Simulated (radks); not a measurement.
Values are calculated unless marked as measured or tabulated.
Initial-state core-level shifts of the silicon ion Si2+ when its valence configuration changes from [Ne] 3s2. Code: a radial shooting solver on a logarithmic mesh with Libxc functionals. Model: Dirac Kohn-Sham, BLYP, spin-unpolarised, spherical densities, point nucleus; open shells fill j = l - 1/2 first. Shifts are changes of the shell-averaged eigenvalues in eV (positive: less bound).

[
 {"valence": "3s1.5 3p0.5", "1s": "-0.727", "2s": "-0.719", "2p": "-0.711"},
 {"valence": "3p2", "1s": "-2.799", "2s": "-2.783", "2p": "-2.747"},
 {"valence": "3s1 3p1", "1s": "-1.435", "2s": "-1.422", "2p": "-1.405"}
]
